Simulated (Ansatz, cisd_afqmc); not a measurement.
System: CaF₂, charge 0, singlet. CaF2 (SMILES [F][Ca][F]).
B3LYP-D3(BJ)/def2-TZVP minimum from Ansatz (a first-principles code):
```
Ca
F 1 2.0062
F 1 2.0062 2 144.70
```
Charge 0, spin multiplicity 1.

Total energies in def2-SVP, 16 correlated electrons, 11 frozen orbitals. UHF or UKS for unpaired electrons; spin-orbit terms are left out. Correlated methods leave the cores frozen (noble-gas shells, and filled d and f shells in the p block). No relativity. AFQMC/CISD: phaseless, guided by CISD from CCSD amplitudes; bars are statistical, one sigma. Outlying blocks are dropped, and bars are widened where a walk drifts. Over all cases where full CI ran beside it in this data, AFQMC minus full CI had a median of +0.1 mEh and passed +0.4 mEh in a tenth of the cases.

```csv
method,program,energy (Eh),minus CCSDTQ (mEh)
HF,Ansatz,-875.53131,415.83
MP2,Ansatz,-875.94104,6.10
CCSD,Ansatz,-875.94113,6.00
CCSD(T),Ansatz,-875.94595,1.18
CCSDT(Q),Ansatz,-875.94725,-0.12
CCSDTQ,Ansatz,-875.94713,0.00
AFQMC/CISD,cisd_afqmc,-875.9468 ± 0.0004,0.3 ± 0.4
```

Rough core times of Ansatz's runs on a shared machine: CCSD(T) under 20 s, CCSDT(Q) 30 s, CCSDTQ 30 min.
